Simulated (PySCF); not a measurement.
**(Cl2Al-mu-Cl)2: computed shieldings and shifts**

(Cl2Al-mu-Cl)2, Al2Cl6.

Geometry:
| atom | x (Å) | y (Å) | z (Å) |
| --- | --- | --- | --- |
| Al1 | 0.234 | 1.570 | -0.069 |
| Cl2 | 2.117 | 2.285 | -0.590 |
| Cl3 | -1.391 | 2.799 | 0.357 |
| Cl4 | 0.442 | -0.011 | 1.559 |
| Al5 | -0.198 | -1.590 | 0.048 |
| Cl6 | -2.085 | -2.294 | 0.574 |
| Cl7 | 1.415 | -2.834 | -0.381 |
| Cl8 | -0.396 | -0.010 | -1.582 |

GIAO calculations in PySCF 2.14.0 with density-fitted response routines on the PBE0-D3(BJ)/def2-SVP structure: isolated species, non-relativistic, equivalent atoms averaged; basis pcSseg-1 (pcSseg-2 on Al).

Problem. Give the isotropic shieldings (ppm) with B3LYP, PBE, PBE0.

Solution. 
```tsv
atoms	environment	B3LYP	PBE	PBE0
Cl4/Cl8	chlorine bonded to 2 Al	800	772	809
Cl2/Cl3/Cl6/Cl7	chlorine bonded to Al	908	886	917
Al1/Al5	aluminium bonded to 4 Cl	447.7	443.0	456.8
HOMO–LUMO gap (eV)	–	7.98	6.21	8.52
```

Problem. And the chemical shifts, against references computed in the same way?

Solution. 
```json
{"atoms": "Cl4/Cl8", "nucleus, reference": "35Cl, HCl", "B3LYP": "131", "PBE": "161", "PBE0": "135"}
{"atoms": "Cl2/Cl3/Cl6/Cl7", "nucleus, reference": "35Cl, HCl", "B3LYP": "23", "PBE": "48", "PBE0": "26"}
{"atoms": "Al1/Al5", "nucleus, reference": "27Al, [Al(H2O)6]3+", "B3LYP": "123.5", "PBE": "117.8", "PBE0": "119.4"}
```

Problem. Which part of the shielding of Cl4/Cl8 depends on the functional?

Solution. Diamagnetic: B3LYP 1152, PBE 1151, PBE0 1151 ppm; paramagnetic: B3LYP -352, PBE -379, PBE0 -342 ppm. The diamagnetic part, set mainly by inner electrons, hardly moves; the paramagnetic part goes with low-lying magnetically allowed excitations and carries the spread.
